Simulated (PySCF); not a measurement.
C3H2Br2. Atoms are numbered in the order given.

```xyz
7

Br    -2.5934    -0.0650     0.2679
C     -1.1878     0.5408    -0.8721
C      0.0000     0.0000    -0.8780
C      1.1878    -0.5408    -0.8721
Br     2.5934     0.0650     0.2679
H     -1.4824     1.3773    -1.5110
H      1.4824    -1.3773    -1.5110
```

Coordinates come from a B3LYP-D3(BJ)/def2-SVP optimisation.

Method: CAM-B3LYP/def2-TZVP (PySCF).

Symmetry labels are those of the subgroup C2 that the program uses (full group C2).

**Question.** List the valence orbital energies around the gap with their symmetry. (An estimate is asked for; the answer gives what the named calculation found.)

**Answer.** 
```tsv
orbital	symmetry	energy (eV)
HOMO−7	A	-13.91
HOMO−6	B	-13.75
HOMO−5	A	-11.36
HOMO−4	B	-11.36
HOMO−3	A	-9.98
HOMO−2	B	-9.91
HOMO−1	A	-8.93
HOMO	B	-8.92
LUMO	A	-0.36
LUMO+1	B	-0.30
LUMO+2	A	1.66
LUMO+3	B	1.95
```
